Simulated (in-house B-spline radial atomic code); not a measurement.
# Binding energies in the niobium ion Nb⁸⁺

NIST's tabulated ground configuration is [Ar] 3d10 4s2 4p3; each binding energy is the energy of the ion with one electron taken from that subshell, relaxed, less that of the parent. All numbers are computed (Dirac-Hartree-Fock, average of configuration; Fermi nucleus of rms radius 4.324 fm) with a radial B-spline atomic code at the basis-set limit, not measured. Energies include first-order Breit, QED and recoil terms.

| subshell | X-ray name | binding energy (eV) | -ε (eV) | relaxation (eV) |
| --- | --- | --- | --- | --- |
| 2s | L1 | 2852.2 | 2880.0 | 23.0 |
| 3s | M1 | 615.4 | 621.5 | 5.3 |
| 3d3/2 | M4 | 350.9 | 357.2 | 6.2 |
| 3d5/2 | M5 | 348.1 | 354.1 | 6.1 |
| 4s | N1 | 185.8 | 186.4 | 0.5 |
| 4p | N2,3 | 157.5 | 157.9 | 0.4 |

Relaxation = -ε minus the binding energy without Breit, QED and recoil terms.

(1) What does it cost to remove both a 2s and a 4p electron?

(2) What does it cost to remove both a 3s and a 4p electron?

Results:

(1) 3035.8 eV, which is 26.14 eV more than the two single binding energies together.

(2) 797.59 eV, which is 24.69 eV more than the two single binding energies together.
